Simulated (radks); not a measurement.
Results of a calculation; reference values are marked as such.
These are the eigenvalues of the occupied orbitals of an atom or ion with whole-number occupations (eV). Level of theory: Dirac Kohn-Sham, PBE, spin-unpolarised, spherical densities, point nucleus (a radial shooting solver on a logarithmic mesh with Libxc functionals).

1s1/2: -69443.43
2s1/2: -12013.30
2p1/2: -11488.60
2p3/2: -10135.71
3s1/2: -2799.821
3p1/2: -2566.449
3p3/2: -2273.887
3d3/2: -1881.560
3d5/2: -1817.946
4s1/2: -611.8991
4p1/2: -515.1527
4p3/2: -447.3652
4d3/2: -288.6298
4d5/2: -276.1414
5s1/2: -121.6589
5p1/2: -92.6856
5p3/2: -82.4824
4f5/2: -77.5434
4f7/2: -75.2985
5d3/2: -43.9578

Which element is it, and in what charge state? The configuration may be excited. Open shells, if any, fill j = l - 1/2 first.

Answer. Z = 74, tungsten, charge +4: W4+ in [Xe] 4f14 5d2. The list shows which subshells hold electrons but not how many an open one holds; the 1s level, -2552 hartree, gives Z - s = 71.4 by -(Z - s)^2/2, which with screening and relativity narrows Z to a few neighbours, and the depths of the outer levels then fix element, charge and occupations together.
